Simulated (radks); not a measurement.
Results of a calculation; reference values are marked as such.
Spherical quantum dot in the effective-mass picture: electrons in a parabolic well V = omega^2 r^2 / 2 with omega = 0.286, with a point charge +1 (a donor) at the centre, all in effective atomic units (hartree* = m*/eps^2 hartree, bohr* = eps/m* bohr), one dielectric constant everywhere. Level of theory: non-relativistic Kohn-Sham, r2SCAN, spin-polarised, spherical densities, generalised Kohn-Sham scheme (a radial shooting solver with Libxc functionals). Levels are named by radial order and angular momentum (1s, 1p, 1d, 2s, ...), and open shells are averaged over m. Results are scaled to m* = 0.046 and eps = 14.5, for which hartree* = 5.954 meV and bohr* = 16.68 nm.

N = 18, configuration 1s2 1p6 1d(up 5, down 3) 2s2. This is the lowest configuration that the search found. Occupied and some empty levels:

level,occupation,eigenvalue (meV),<r> (nm)
1s up,1,23.466,44.13
1s down,1,23.487,42.47
1p up,3,24.414,73.73
1p down,3,24.500,73.16
2s up,1,24.761,64.56
2s down,1,24.828,65.65
1d up,5,25.159,82.19
1d down,3,25.265,82.04
1f up,0,26.025,88.37
1f down,0,26.145,88.44
2p up,0,26.449,73.68
2p down,0,26.521,73.64
1g up,0,27.007,93.50
1g down,0,27.138,93.75

Energy (meV): total 256.996, kinetic 24.055, external 61.514, Hartree 196.31, exchange-correlation -24.887.
